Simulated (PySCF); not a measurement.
# EPR parameters of C4H9OS2

C₄H₉OS₂ (doublet state).
Z-matrix (Å and degrees, GFN2-xTB geometry), rows numbered from 1:
```
C 
C   1  1.4835
S   2  1.7153  1  123.46
C   3  1.8072  2  102.11  1   -40.56
S   4  1.8764  3  110.30  2   -52.81
C   5  1.8400  4   94.64  3   -74.37
O   5  1.4607  4  104.28  3   177.39
H   1  1.0969  2  111.78  3   -65.60
H   1  1.0898  2  111.96  3    55.35
H   1  1.0878  2  109.23  3   175.30
H   2  1.0762  1  118.84  3   149.42
H   4  1.0877  3  110.90  2    66.07
H   4  1.0866  3  108.16  2  -173.27
H   6  1.0852  5  107.69  4   174.87
H   6  1.0843  5  108.56  4    55.68
H   6  1.0847  5  109.09  4   -66.01
```

The hyperfine couplings belong to this conformer and change with its torsions.

The species is `C[CH]SC[S@](C)=O` [radical].

Method used: UKS B3LYP, pcH-1 on C H O S, non-relativistic, mean-field spin-orbit, GIAO (PySCF 2.14.0). The structure is a single GFN2-xTB conformer in the gas phase; no vibrational or solvent corrections. Couplings are sensitive to structure, and on GFN2-xTB geometries they can be far from those on DFT ones. The SCF solution wasn't tested for stability.

* g1, g2, g3: 2.00225, 2.00389, 2.00780
* g_iso: 2.00464
* Form of g: rhombic: the two nearest values differ by 30 % of g3 − g1
* ⟨S²⟩: 0.7547 (exact 0.7500)
* α and β electrons: 37, 36

Isotropic coupling and dipolar principal values T1 to T3, in MHz:

```json
{"atom": "C1", "isotope": "13C", "a_iso": "-15.4", "of which spin–orbit": "0.0", "T1": "-2.3", "T2": "-1.9", "T3": "4.2", "Mulliken spin population": "-0.06"}
{"atom": "C2", "isotope": "13C", "a_iso": "139.5", "of which spin–orbit": "0.2", "T1": "-70.4", "T2": "-69.0", "T3": "139.3", "Mulliken spin population": "0.84"}
{"atom": "S3", "isotope": "33S", "a_iso": "3.7", "of which spin–orbit": "-0.3", "T1": "-20.9", "T2": "-17.1", "T3": "38.1", "Mulliken spin population": "0.14"}
{"atom": "C4", "isotope": "13C", "a_iso": "3.2", "of which spin–orbit": "0.0", "T1": "-2.7", "T2": "-1.0", "T3": "3.6", "Mulliken spin population": "0.00"}
{"atom": "S5", "isotope": "33S", "a_iso": "-1.2", "of which spin–orbit": "-0.1", "T1": "-3.1", "T2": "-2.9", "T3": "6.0", "Mulliken spin population": "0.02"}
{"atom": "C6", "isotope": "13C", "a_iso": "1.8", "of which spin–orbit": "0.0", "T1": "-0.3", "T2": "-0.3", "T3": "0.6", "Mulliken spin population": "0.00"}
{"atom": "O7", "isotope": "17O", "a_iso": "-1.8", "of which spin–orbit": "-0.1", "T1": "-6.8", "T2": "3.2", "T3": "3.5", "Mulliken spin population": "0.02"}
{"atom": "H8", "isotope": "1H", "a_iso": "120.8", "of which spin–orbit": "0.0", "T1": "-4.5", "T2": "-2.2", "T3": "6.7", "Mulliken spin population": "0.06"}
{"atom": "H9", "isotope": "1H", "a_iso": "42.2", "of which spin–orbit": "0.0", "T1": "-4.6", "T2": "-4.0", "T3": "8.7", "Mulliken spin population": "0.02"}
{"atom": "H10", "isotope": "1H", "a_iso": "10.6", "of which spin–orbit": "0.0", "T1": "-5.2", "T2": "-3.9", "T3": "9.2", "Mulliken spin population": "0.00"}
{"atom": "H11", "isotope": "1H", "a_iso": "-50.3", "of which spin–orbit": "0.1", "T1": "-32.3", "T2": "-2.4", "T3": "34.7", "Mulliken spin population": "-0.04"}
{"atom": "H12", "isotope": "1H", "a_iso": "5.8", "of which spin–orbit": "0.0", "T1": "-2.7", "T2": "-1.7", "T3": "4.4", "Mulliken spin population": "0.00"}
{"atom": "H13", "isotope": "1H", "a_iso": "-1.7", "of which spin–orbit": "0.0", "T1": "-2.3", "T2": "-1.5", "T3": "3.8", "Mulliken spin population": "0.00"}
{"atom": "H14", "isotope": "1H", "a_iso": "0.2", "of which spin–orbit": "0.0", "T1": "-0.9", "T2": "-0.7", "T3": "1.6", "Mulliken spin population": "0.00"}
{"atom": "H15", "isotope": "1H", "a_iso": "-0.4", "of which spin–orbit": "0.0", "T1": "-2.0", "T2": "-1.4", "T3": "3.4", "Mulliken spin population": "0.00"}
{"atom": "H16", "isotope": "1H", "a_iso": "0.5", "of which spin–orbit": "0.0", "T1": "-0.9", "T2": "-0.7", "T3": "1.6", "Mulliken spin population": "0.00"}
```

Largest spin populations (Mulliken): C2 (+0.84), S3 (+0.14) and C1 (-0.06). The angles at C2 add up to 353.6°, so it is slightly pyramidal.

Axes: g2 points within 9° of the C2–S3 bond and g3 points within 15° of the S3–C4 bond.

Under fast tumbling the dipolar parts average out, and these isotropic splittings remain: 3 × 1H (H8/H9/H10, I = 1/2, 4 lines) with 2.06 mT, 1 × 1H (H11, I = 1/2, 2 lines) with 1.79 mT, 1 × 1H (H12, I = 1/2, 2 lines) with 0.21 mT and 1 × 1H (H13, I = 1/2, 2 lines) with 0.06 mT.

Means are taken over nuclei equivalent by connectivity, which assumes that they swap fast. The three 1H nuclei of mean +57.9 MHz run from 10.6 to 120.8 MHz in the frozen geometry.

The 13C coupling of C2 (139.5 MHz) shows only in satellite lines or after enrichment, since that isotope makes up about 1.07 % of natural carbon.
